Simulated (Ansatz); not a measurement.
System: RuF2, net charge 0, triplet state. The spin state was set by rule; other spins were not relaxed. 
Geometry from a B3LYP-D3(BJ)/def2-TZVP (Ansatz, a program for electronic structure) optimisation:
SMILES: [F][Ru][F]
```xyz
3

Ru     0.0000     0.0000     0.0000
F      0.0000     0.0000     1.8653
F      0.0000     0.0000    -1.8653
```
Charge 0, spin multiplicity 3.

Total electronic energies in hartree. Valence correlation only, unless marked. UHF or UKS for open shells. No spin-orbit coupling. The frozen core is the preceding noble-gas configuration, with the filled d and f shells of earlier blocks. Past Kr the def2 sets carry scalar-relativistic core potentials. CBS(X,Y): correlation extrapolated as X^-3; Hartree-Fock from the larger set. [CCSD(T)-MP2]/basis is that difference in the basis named. The program attaches cautions to a run behind SCS-MP2/def2-SVPD: other amplitudes. The program attaches cautions to a run behind RI-MP2/CBS(def2-TZVPPD,def2-QZVPPD)+[CCSD(T)-MP2]/def2-SVPD: other amplitudes. The program attaches cautions to a run behind RI-MP2/CBS(def2-TZVPPD,def2-QZVPPD)+[CCSD(T)-MP2]/def2-TZVPPD: other amplitudes.

The UHF reference is spin-contaminated (<S^2> 0.90 over the pure value in the largest basis). 

```csv
level,program,energy (Eh)
PBE-D4/def2-TZVPD,Ansatz + dftd4,-294.51293
BLYP-D3(BJ)/def2-TZVPD,Ansatz + dftd3,-294.64869
PBE0-D4/def2-TZVP,Ansatz + dftd4,-294.46281
PBE0/def2-TZVPD,Ansatz,-294.46594
CAM-B3LYP-D3(BJ)/def2-TZVPD,Ansatz + dftd3,-294.58667
RPA@PBE/def2-TZVPP,Ansatz,-294.16862
SCS-MP2/def2-SVPD,Ansatz,-293.37739
"RI-MP2/CBS(def2-TZVPPD,def2-QZVPPD)+[CCSD(T)-MP2]/def2-SVPD",Ansatz,-294.0133
"RI-MP2/CBS(def2-TZVPPD,def2-QZVPPD)+[CCSD(T)-MP2]/def2-TZVPPD",Ansatz,-294.0087
```

Totals of different functionals don't rank their quality; only differences between species are comparable.
